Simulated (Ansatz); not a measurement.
Correlation energies of C2H10GaP (`[CH3][GaH-]([CH3])[PH3+]`) by basis set

Cartesian coordinates in Å:
```
C 0.464 -1.177 1.579
Ga -0.205 -0.782 -0.253
C 1.102 -0.294 -1.672
P -1.204 1.561 0.188
H 1.248 -0.481 1.888
H 0.898 -2.182 1.591
H -0.332 -1.159 2.327
H -1.598 -1.402 -0.694
H 1.605 -1.200 -2.020
H 0.623 0.164 -2.540
H 1.873 0.385 -1.301
H -1.842 2.242 -0.871
H -0.397 2.630 0.635
H -2.234 1.695 1.143
```

Total charge 0; spin multiplicity 1. Correlated methods include outer-core shells of Ga, which these sets cover unevenly. Scalar relativity is left out up to krypton. The structure was optimised at the PBE0-D4/def2-TZVP level. It is one conformer, not always the lowest. Frozen core, restricted reference, Ansatz.

| basis | HF (Eh) | MP2 corr. | CCSD corr. | (T) | CCSD(T) total |
| --- | --- | --- | --- | --- | --- |
| def2-SVP | -2345.11521 | -0.65677 | -0.71342 | -0.02106 | -2345.84969 |
| def2-TZVPP | -2345.57209 | -0.78202 | -0.83720 | -0.03224 | -2346.44153 |
| def2-QZVPP | -2345.62629 | -1.06478 | – | – | – |
